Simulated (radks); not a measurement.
Question: The vanadium ion V3+ is in [Ar] 3d2. Calculated with a radial shooting solver on a logarithmic mesh with Libxc functionals: scalar-relativistic Kohn-Sham, PBE, spin-polarised, spherical densities, finite nucleus; Fermi nuclear charge, rms radius of each element as measured or else 0.836 A^(1/3) + 0.57 fm. Open shells are filled with parallel spins first. One electron is removed from 2p, 3s, 3p, 3d in turn, with full relaxation. Which removal costs least, and what does each cost?

Answer: 3d 46.632 eV; 3p 85.275 eV; 3s 112.06 eV; 2p 565.38 eV. The 3d electron leaves first.
